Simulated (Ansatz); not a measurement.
Ideal-gas functions of F₂H₂O₂Si (`O[Si](O)(F)F`) at 500 K and 1 bar, from an Ansatz frequency run at PBE0-D4/def2-TZVP.

Molar mass 100.1 g/mol, point group C2 (symmetry number 2), electronic degeneracy 1, moments of inertia 122.891, 123.019, 129.879 u Å². Harmonic wavenumbers (cm⁻¹, unscaled): 134, 190, 255, 307, 367, 376, 382, 777, 784, 840, 957, 1005, 1057, 3943, 3943.

Use S(trans) = R[1.5 ln M + 2.5 ln T − 1.1517]; rotational temperatures θ = 24.2544 K / I; S(rot) = R[ln(√π/σ · √(T³/θAθBθC)) + 1.5]; for each mode x = 1.438777 ν̃/T, S = R[x/(eˣ − 1) − ln(1 − e⁻ˣ)] and H = RT x/(eˣ − 1); 1 cm⁻¹ = 0.0119627 kJ/mol; R = 8.31446 J/(mol·K).

Task: By hand: the entropy, in J/(mol·K).

Result: Translation 177.0. Rotation: θ = 0.1974, 0.1972, 0.1867 K, giving 109.4. Vibration, mode by mode: 16.29, 13.44, 11.07, 9.61, 8.24, 8.05, 7.93, 3.17, 3.12, 2.74, 2.10, 1.89, 1.68, 0.00, 0.00, in all 89.3. Electronic 0.0. Sum 375.7 J/(mol·K).

Task: By hand: H − E and G − E in kJ/mol, counted from the electronic energy.

Result: Zero-point energy ½ × 15317 × 0.0119627 = 91.6; thermal vibration 24.2; translation, rotation and pV give 4 RT = 16.6. H − E = 132.4 kJ/mol, and G − E = 132.4 − 500 × 375.7/1000 = -55.4 kJ/mol.

Vibration gives 24 % of the entropy, 16.3 J/(mol·K) of it from the mode under 150 cm⁻¹: soft modes count most, and the harmonic formula is weakest for them. The sum counts one conformer and one mirror image; others add a mixing term.
